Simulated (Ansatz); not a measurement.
Method: frozen-core CCSD(T)/def2-SVP // CAM-B3LYP-D3(BJ)/def2-SVP run with Ansatz (a first-principles code). The restricted HF reference is unstable towards unrestricted orbitals.

Ansatz 0.2 input:
```yaml
crystal:
  periodic: [false, false, false]
  atoms:
    - { symbol: C, position_ang: [-3.457372, 1.33202, -0.003859] }
    - { symbol: C, position_ang: [-2.854346, 2.407594, -0.004641] }
    - { symbol: C, position_ang: [-1.793331, 3.243414, -0.004677] }
    - { symbol: C, position_ang: [-0.639796, 3.679274, -0.004592] }
    - { symbol: C, position_ang: [0.710215, 3.636474, -0.004142] }
    - { symbol: C, position_ang: [1.873856, 3.228445, -0.003115] }
    - { symbol: C, position_ang: [2.880667, 2.328049, -0.001252] }
    - { symbol: C, position_ang: [3.510024, 1.267742, 0.000544] }
    - { symbol: C, position_ang: [3.703726, -0.068965, 0.002183] }
    - { symbol: C, position_ang: [3.504752, -1.285842, 0.003414] }
    - { symbol: C, position_ang: [2.794095, -2.434448, 0.00441] }
    - { symbol: C, position_ang: [1.859371, -3.238757, 0.005253] }
    - { symbol: C, position_ang: [0.576306, -3.660949, 0.005154] }
    - { symbol: C, position_ang: [-0.656781, -3.675667, 0.004143] }
    - { symbol: C, position_ang: [-1.910844, -3.17374, 0.002447] }
    - { symbol: C, position_ang: [-2.864718, -2.392238, 0.001121] }
    - { symbol: C, position_ang: [-3.503356, -1.202011, -0.000366] }
    - { symbol: C, position_ang: [-3.73237, 0.009607, -0.002128] }
basis:
  gaussian: { orbitals: def2-SVP }
correlation:
  method: ccsd_t
```

Output:

```
Functional definition: HF
2628 factors; integrals over basis functions are off by at most 8.2e-4 eV
mean field evaluation 1: about -18507.2953 eV, gradient 3.8e1 eV
mean field evaluation 2: about -18510.1165 eV, gradient 3.7e1 eV
mean field evaluation 4: about -18516.0081 eV, gradient 2.9e0 eV
mean field evaluation 8: about -18516.1609 eV, gradient 3.6e-1 eV
mean field evaluation 16: about -18516.1655 eV, gradient 9.0e-6 eV
mean field evaluation 32: about -18502.5255 eV, gradient 2.6e1 eV
mean field evaluation 64: about -18507.9421 eV, gradient 3.1e0 eV
mean field evaluation 96: about -18495.1047 eV, gradient 5.9e1 eV
mean field evaluation 128: about -18507.3881 eV, gradient 1.6e0 eV
mean field -18516.16549623 eV, -680.4565312789 hartree, gradient 9.0e-6 eV, S^2 0.000000; 0 other end points of the search recorded, 0 dependent functions left out; unrestricted orbitals would lower it
mean field evaluation 160: about -18516.1655 eV, gradient 2.6e-4 eV
mean field evaluation 192: about -18504.0460 eV, gradient 3.1e1 eV
mean field evaluation 224: about -18517.9412 eV, gradient 1.1e0 eV
mean field evaluation 256: about -18515.3028 eV, gradient 7.3e0 eV
unrestricted determinant -18520.38667354 eV, -680.6116566835 hartree, S^2 5.5977
18 core orbitals not correlated
reference -18516.16549623 eV, -680.4565312789 hartree; 36, 36 occupied and 198, 198 virtual orbitals, 2628 factors
second order -61.74510732 eV of doubles, -0.00000000 eV of singles
cycle   1  -57.35319395 eV  change     4.4e0 eV  update   3.2e-1
cycle   2  -59.95806323 eV  change    -2.6e0 eV  update   1.6e-1
cycle   3  -60.61083553 eV  change   -6.5e-1 eV  update   6.2e-2
cycle   4  -60.80164155 eV  change   -1.9e-1 eV  update   2.9e-2
cycle   5  -60.83501201 eV  change   -3.3e-2 eV  update   1.3e-2
cycle   6  -60.86343017 eV  change   -2.8e-2 eV  update   6.8e-3
cycle   7  -60.85705726 eV  change    6.4e-3 eV  update   2.8e-3
cycle   8  -60.85280566 eV  change    4.3e-3 eV  update   1.6e-3
cycle   9  -60.85291826 eV  change   -1.1e-4 eV  update   7.0e-4
cycle  10  -60.85305005 eV  change   -1.3e-4 eV  update   3.8e-4
cycle  11  -60.85220724 eV  change    8.4e-4 eV  update   1.8e-4
cycle  12  -60.85244563 eV  change   -2.4e-4 eV  update   6.3e-5
cycle  13  -60.85236377 eV  change    8.2e-5 eV  update   3.7e-5
perturbative correction -3.94451204 eV, -0.1449581438 hartree
Total energy: -18580.96237204 eV, -682.8377725439 hartree
```

Cost: very roughly 40 core-minutes.
